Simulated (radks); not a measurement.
All-electron atom: Hf4+ in [Kr] 4d10 4f14 5s2 5p5.5 5f0.5 (fractional occupations, a model configuration).

Calculated with a radial shooting solver on a logarithmic mesh with Libxc functionals: scalar-relativistic Kohn-Sham, PBE, spin-polarised, spherical densities, point nucleus; open shells are filled with parallel spins first (spin-orbit coupling, left out, can overturn this in heavy ions).

Energy parts (hartree):
part                       energy
total                 -15074.2914
kinetic                16519.4337
electron-nucleus      -37076.9763
Hartree                 5789.4753
exchange-correlation    -306.2241

Orbitals (lengths in bohr, moments of r in powers of bohr; <r^-3> diverges for s and p1/2; r(max) is where P^2 peaks):
1s up: occ. 1; eigenvalue (hartree) -2401.015; <1/r> 83.84; r(max) 0.01190; <r^4> 6.617e-07
1s down: occ. 1; eigenvalue (hartree) -2401.014; <1/r> 83.84; r(max) 0.01190; <r^4> 6.617e-07
2s up: occ. 1; eigenvalue (hartree) -412.0229; <1/r> 19.57; r(max) 0.06805; <r^4> 0.0001006
2s down: occ. 1; eigenvalue (hartree) -412.0221; <1/r> 19.57; r(max) 0.06805; <r^4> 0.0001006
2p up: occ. 3; eigenvalue (hartree) -361.9597; <1/r> 17.85; <r^-3> 17780; r(max) 0.05567; <r^4> 0.00007815
2p down: occ. 3; eigenvalue (hartree) -361.9583; <1/r> 17.85; <r^-3> 17780; r(max) 0.05567; <r^4> 0.00007815
3s up: occ. 1; eigenvalue (hartree) -95.17464; <1/r> 7.241; r(max) 0.1921; <r^4> 0.003729
3s down: occ. 1; eigenvalue (hartree) -95.17365; <1/r> 7.241; r(max) 0.1921; <r^4> 0.003729
3p up: occ. 3; eigenvalue (hartree) -80.22080; <1/r> 6.712; <r^-3> 3924; r(max) 0.1898; <r^4> 0.003986
3p down: occ. 3; eigenvalue (hartree) -80.21963; <1/r> 6.712; <r^-3> 3924; r(max) 0.1898; <r^4> 0.003986
3d up: occ. 5; eigenvalue (hartree) -62.53508; <1/r> 6.350; <r^-3> 510.1; r(max) 0.1546; <r^4> 0.003093
3d down: occ. 5; eigenvalue (hartree) -62.53391; <1/r> 6.350; <r^-3> 510.1; r(max) 0.1546; <r^4> 0.003093
4s up: occ. 1; eigenvalue (hartree) -20.51909; <1/r> 3.066; r(max) 0.4373; <r^4> 0.08913
4s down: occ. 1; eigenvalue (hartree) -20.51712; <1/r> 3.066; r(max) 0.4374; <r^4> 0.08911
4p up: occ. 3; eigenvalue (hartree) -15.61565; <1/r> 2.791; <r^-3> 899.0; r(max) 0.4583; <r^4> 0.1189
4p down: occ. 3; eigenvalue (hartree) -15.61358; <1/r> 2.791; <r^-3> 899.0; r(max) 0.4583; <r^4> 0.1188
4d up: occ. 5; eigenvalue (hartree) -9.28151; <1/r> 2.474; <r^-3> 99.06; r(max) 0.4711; <r^4> 0.1799
4d down: occ. 5; eigenvalue (hartree) -9.27884; <1/r> 2.475; <r^-3> 99.09; r(max) 0.4711; <r^4> 0.1796
4f up: occ. 7; eigenvalue (hartree) -2.30004; <1/r> 1.929; <r^-3> 15.67; r(max) 0.4548; <r^4> 0.7882
4f down: occ. 7; eigenvalue (hartree) -2.29393; <1/r> 1.932; <r^-3> 15.72; r(max) 0.4547; <r^4> 0.7742
5s up: occ. 1; eigenvalue (hartree) -4.12873; <1/r> 1.188; r(max) 1.012; <r^4> 2.873
5s down: occ. 1; eigenvalue (hartree) -4.10967; <1/r> 1.190; r(max) 1.011; <r^4> 2.863
5p up: occ. 3; eigenvalue (hartree) -2.93472; <1/r> 1.009; <r^-3> 128.2; r(max) 1.146; <r^4> 5.317
5p down: occ. 2.5; eigenvalue (hartree) -2.91322; <1/r> 1.011; <r^-3> 128.7; r(max) 1.144; <r^4> 5.297
5d up: occ. 0; eigenvalue (hartree) -1.54497; <1/r> 0.7217; <r^-3> 8.273; r(max) 1.489; <r^4> 20.28
5d down: occ. 0; eigenvalue (hartree) -1.52068; <1/r> 0.7236; <r^-3> 8.321; r(max) 1.488; <r^4> 19.81
5f up: occ. 0.5; eigenvalue (hartree) -0.66719; <1/r> 0.3511; <r^-3> 0.4697; r(max) 3.103; <r^4> 296.3
6s up: occ. 0; eigenvalue (hartree) -1.37685; <1/r> 0.5015; r(max) 2.390; <r^4> 75.15
6s down: occ. 0; eigenvalue (hartree) -1.34705; <1/r> 0.5071; r(max) 2.379; <r^4> 71.44
6p up: occ. 0; eigenvalue (hartree) -1.08208; <1/r> 0.4256; <r^-3> 25.07; r(max) 2.818; <r^4> 143.8
6f up: occ. 0; eigenvalue (hartree) -0.40444; <1/r> 0.2193; <r^-3> 0.2709; r(max) 6.568; <r^4> 2893

The highest occupied level is 5f up at -18.155 eV. The configuration is held as typed, so some empty levels lie below it. The density falls to 0.001 e/bohr^3 at r = 3.59 bohr. Spin moment in Bohr magnetons: 1.
